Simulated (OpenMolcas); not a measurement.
Ionisation energies of beryllium

- Program: OpenMolcas 26.06
- Basis: ANO-R3 [5s4p2d1f]
- Scalar Hamiltonian: X2C, finite nucleus
- Spin-orbit coupling: RASSI with atomic mean-field integrals over the reference wave functions, term energies averaged over their components

Active shells in each charge state: the valence s, p shells, with orbitals averaged over the low states. Where CASPT2's correlated closed shells are named, they are those of the first ion.

A. CASSCF
B. SS-CASPT2, IPEA 0.25 Eh, imaginary shift 0.1 Eh (closed shells correlated: 1s)
C. SS-CASPT2, IPEA 0.25 Eh, imaginary shift 0.1 Eh (closed shells correlated: none)
D. SS-CASPT2, IPEA 0 Eh, imaginary shift 0.1 Eh (closed shells correlated: 1s)

Energies in eV between the lowest computed levels, named as in B; reference values from the NIST Atomic Spectra Database with their kind.

```json
{"From": "Be 2s2 1S0", "To": "Be+ 2s 2S 1/2", "A": "9.234", "B": "9.287", "C": "9.280", "D": "9.289", "Spin-orbit share in B": "+0.000", "Reference": "9.323 (measured)"}
{"From": "Be+ 2s 2S 1/2", "To": "Be2+ 1s2 1S0", "A": "18.125", "B": "18.184", "C": "18.125", "D": "18.186", "Spin-orbit share in B": "+0.000", "Reference": "18.211 (measured)"}
```

Error against the reference values, in %:

| From | Reference | A | B | C | D |
| --- | --- | --- | --- | --- | --- |
| Be | measured | -1.0 | -0.4 | -0.5 | -0.4 |
| Be+ | measured | -0.5 | -0.1 | -0.5 | -0.1 |

Mean absolute error over the 2 measured values: A 0.09 eV, B 0.03 eV, C 0.06 eV, D 0.03 eV.
